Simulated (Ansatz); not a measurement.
`[NH2][Sc]([Cl])[Cl]`, relaxed with RKS PBE0-D4/def2-TZVP in the Gaussian-basis code of Ansatz from a PBE-D4/def2-SVP geometry. The force threshold is 0.005 eV/Å; the program also tests the step.

Total charge 0; spin multiplicity 1.

Start:

```xyz
6

N    -0.417    0.980    0.295
Sc    0.312   -0.739   -0.222
Cl    0.745   -2.214    1.490
Cl    0.645   -1.060   -2.476
H    -0.623    1.287    1.255
H    -0.662    1.748   -0.343
```

Task: By how much does the energy fall, and how many steps does the optimiser take? (An estimate is asked.)

Result: Ansatz gave: 0.97 kJ/mol, in 3 steps.

Task: Which bonds change most? (Estimate.)

Result: Computed: N1–H5 from 1.028 to 1.013 Å; N1–H6 from 1.028 to 1.013 Å; N1–Sc2 from 1.938 to 1.940 Å; Sc2–Cl3 from 2.301 to 2.300 Å.

Task: Give the relaxed structure. (Best estimate.)

Result: Ansatz gave: 
```xyz
6

N    -0.419    0.986    0.297
Sc    0.311   -0.735   -0.221
Cl    0.745   -2.214    1.487
Cl    0.645   -1.063   -2.473
H    -0.622    1.284    1.244
H    -0.661    1.741   -0.334
```
